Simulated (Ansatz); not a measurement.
The same bond dissociation along the group C, Si, Ge, Sn.

Calculated with Ansatz (gas phase, PBE0-D4/def2-TZVP geometries, no zero-point term in ΔE). CBS: MP2 limit from def2 TZ/QZ plus the TZ coupled-cluster correction, frozen cores. This one scheme is used for every species. DFT in def2-TZVPP. No spin–orbit coupling; open shells (•) take unrestricted orbitals. def2 core potentials past Kr. For Ge, Sn outer-core shells are correlated without core-valence functions, which leaves a few kJ/mol of doubt a bond. Scalar relativity is left out up to krypton. One conformer a species, not always the lowest.

| reaction | CCSD(T)/CBS(def2) (kcal/mol) |
| --- | --- |
| `OCS` → `[CH2]O`• + `[SH]`• | 74.5 |
| `O[SiH2]S` → `O[SiH2]`• + `[SH]`• | ? |
| `[OH][GeH2][SH]` → `[OH][GeH2]`• + `[SH]`• | 86.6 |
| `[OH][SnH2][SH]` → `[OH][SnH2]`• + `[SH]`• | 79.8 |

(1) Fill in the missing values. (An estimate is asked.)

Largest T1 diagnostic: 0.017, for `[OH][SnH2]`•.

## Answers

(1) Computed: `O[SiH2]S` → `O[SiH2]`• + `[SH]`•: +97.2 kcal/mol.
